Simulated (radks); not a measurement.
Problem. All-electron atom: Ga+ in [Ar] 3d9 4s2 4p1 (not the ground configuration). Method: scalar-relativistic Kohn-Sham, BLYP, spin-polarised, spherical densities, finite nucleus; open shells are filled with parallel spins first; Fermi nuclear charge, rms radius 3.9973 fm; computed with a radial shooting solver on a logarithmic mesh with Libxc functionals. Some entries of the table are withheld. Estimate them.

orbital,occ.,eigenvalue (eV),r(max) (bohr),<r^2> (bohr^2)
1s up,1,-10251.86,0.03178,0.003178
1s down,1,-10251.82,0.03178,0.003178
2s up,1,-1283.020,0.1825,0.05601
2s down,1,-1282.258,0.1824,0.05597
2p up,3,-1119.627,0.1464,0.04460
2p down,3,-1119.032,0.1464,0.04456
3s up,1,-167.0864,0.5628,0.4836
3s down,1,-165.7082,0.5631,0.4846
3p up,3,(1),0.5642,0.5311
3p down,3,(2),0.5646,0.5327
3d up,5,-37.3605,0.5247,0.7439
3d down,4,-36.0267,0.5260,0.7514
4s up,1,-19.6812,1.756,4.926
4s down,1,-18.7359,1.754,4.993
4p up,1,-11.4126,2.124,7.733
4p down,0,-10.5674,2.137,8.122

Solution. 
(1) 3p up eigenvalue (eV): -117.6985
(2) 3p down eigenvalue (eV): -116.3426
